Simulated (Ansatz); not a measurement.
Saddle point of Si2H5OF5, singlet (Si₂H₃OF₃ ([F][Si]([F])([F])[O][SiH3]) + HF + HF → SiF₄ ([F][Si]([F])([F])[F]) + SiH₄O ([OH][SiH3]) + HF (still joined by a long Si–O bond); bonds formed: Si1–F8, O2–H9, H7–F10; bonds broken: H7–F8, H9–F10; bonds weakened to dative contacts: Si1–O2), PBE0-D4/def2-TZVP structure:

```tsv
atom	x (Å)	y (Å)	z (Å)
Si1	-0.3572	0.0219	1.3212
O2	0.1287	0.0029	-0.3178
Si3	-0.8980	-0.4311	-1.6156
F4	-0.7835	1.3953	1.9669
F5	0.0283	-1.2013	2.2374
F6	-1.8410	-0.4843	0.9108
H7	2.0424	0.6977	0.7383
F8	1.4186	0.6103	1.6396
H9	1.2698	0.3210	-0.5515
F10	2.3367	0.6584	-0.4068
H11	-1.3137	-1.8368	-1.4615
H12	-0.0017	-0.2658	-2.7826
H13	-2.0293	0.5118	-1.6785
```

Energies are electronic, without zero-point energy. Barriers and step energies count from the start structure reached by relaxing down the imaginary mode; all methods use the PBE0-D4 structures, on which another method's saddle can fall below an end. Computed with Ansatz 0.2.0 (basis: def2-TZVPP, with def2-QZVPP for the basis limit); correlated methods freeze the cores. B3LYP uses VWN-RPA correlation. Extrapolation: Hartree–Fock as exp(−7.88 √X), correlation as X^−2.97.

```json
{"method": "SPW92", "barrier (eV)": "-0.315", "step energy (eV)": "-0.339"}
{"method": "PBE-D4", "barrier (eV)": "0.338", "step energy (eV)": "0.127"}
{"method": "BLYP-D4", "barrier (eV)": "0.544", "step energy (eV)": "0.268"}
{"method": "r2SCAN-D4", "barrier (eV)": "0.321", "step energy (eV)": "0.058"}
{"method": "B97M-V", "barrier (eV)": "0.582", "step energy (eV)": "0.113"}
{"method": "PBE0-D4", "barrier (eV)": "0.435", "step energy (eV)": "0.126"}
{"method": "B3LYP-D4", "barrier (eV)": "0.573", "step energy (eV)": "0.228"}
{"method": "r2SCAN0-D4", "barrier (eV)": "0.403", "step energy (eV)": "0.069"}
{"method": "BHLYP-D4", "barrier (eV)": "0.669", "step energy (eV)": "0.199"}
{"method": "CAM-B3LYP-D4", "barrier (eV)": "0.447", "step energy (eV)": "0.105"}
{"method": "wB97X-V", "barrier (eV)": "?", "step energy (eV)": "0.115"}
{"method": "wB97M-V", "barrier (eV)": "0.463", "step energy (eV)": "0.074"}
{"method": "B2PLYP", "barrier (eV)": "0.574", "step energy (eV)": "0.202"}
{"method": "PBE-QIDH", "barrier (eV)": "0.486", "step energy (eV)": "0.119"}
{"method": "RPA on PBE", "barrier (eV)": "?", "step energy (eV)": "0.222"}
{"method": "HF", "barrier (eV)": "1.208", "step energy (eV)": "0.469"}
{"method": "MP2", "barrier (eV)": "?", "step energy (eV)": "0.208"}
{"method": "CCSD", "barrier (eV)": "0.677", "step energy (eV)": "0.228"}
{"method": "CCSD(T)", "barrier (eV)": "0.579", "step energy (eV)": "0.191"}
```

Fill in the withheld barriers. (To be estimated.)

The calculation gives: RPA on PBE 0.563; wB97X-V 0.486; MP2 0.549 eV. Each is the energy of the saddle less that of the start structure, by the same method.

For comparison, the barrier by CCSD(T) at an estimated basis limit (MP2 extrapolated from triple and quadruple zeta, plus CCSD(T) − MP2 in triple zeta) is 0.592 eV.

No T1 diagnostic of these runs exceeds 0.012.

Steps of this kind, hydrogen fluoride cutting a network bond, underlie vapour etching and the fluorination step of atomic layer etching. Here a small cluster stands in for the surface site.

Labels in which every atom is bracketed show which atoms are joined, not bond orders.

For scale, one of the runs: CCSD(T)/def2-TZVPP, 340 basis functions, launched by `ansatz run in.yaml --threads 4 --pin off --events-out ev --progress --plain --max-ram 46080MiB --backend cuda --devices 0, --max-vram 37GiB`. Time: 13 s of wall clock on 4 CPU threads of an AMD EPYC 7R13 and a share of one NVIDIA H100; the host was shared. Peak host memory: 0.85 GiB.
